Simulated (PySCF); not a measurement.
## Vibration and rotation of GdP

ROHF constants of GdP, octet, about 7.0 electrons in the 4f shell (Mulliken) (Gd x2c-SVPall, P x2c-SVPall; spin-free X2C with a Gaussian nucleus (PySCF 2.14); masses 157.9241 and 30.9738 u):

| Quantity | Value |
| --- | --- |
| ωe | 462.2 cm⁻¹ |
| ωexe | 1.14 cm⁻¹ |
| Be | 0.11837 cm⁻¹ |
| αe | 0.000326 cm⁻¹ |

(1) What force constant and bond length do these constants imply?

(2) Estimate the centrifugal constant D from the Kratzer relation and find the Dunham coefficient a1.

These are scalar-relativistic numbers at best; spin–orbit coupling would shift them, the dissociation energy most. UHF is strongly spin-contaminated for GdP, so the ROHF reference used there is far from stable. Hartree–Fock leaves out correlation, which carries a large part of most bond energies and some tenths to 1 eV of ionisation energies. With d or f electrons several states lie close, and the lowest PBE0 determinant need not be the measured ground state.

Answers

(1) Reduced mass μred = 25.895 u; k = 5.8918×10⁻⁷·μred·ωe² (u, cm⁻¹, mdyn/Å) = 3.26 mdyn/Å; Re = √(16.8576/(μred·Be)) (u, cm⁻¹, Å) = 2.345 Å.

(2) D = 4Be³/ωe² = 3.11e-08 cm⁻¹; a1 = −1 − αeωe/(6Be²) = -2.79.
